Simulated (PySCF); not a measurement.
C2HBrClF, SMILES F/C=C(\Cl)Br.

Geometry: TPSSh-D3(BJ)/def2-SVP.

Method: PBE/def2-TZVP (PySCF).

Computed frontier levels, gap, dipole moment and polarisability:
* **highest occupied level**: -6.14 eV
* **lowest empty level**: -1.74 eV
* **orbital gap**: 4.40 eV
* **dipole moment**: 1.06 D
* **quadrupole, principal values (traceless, Buckingham form, about the centre of nuclear charge)**: -2.47, -1.75, 4.22 D·Å
* **mean static polarisability**: 57.4 bohr³ (8.51 Å³)
* **polarisability, principal values**: 36.3, 63.9, 72.1 bohr³
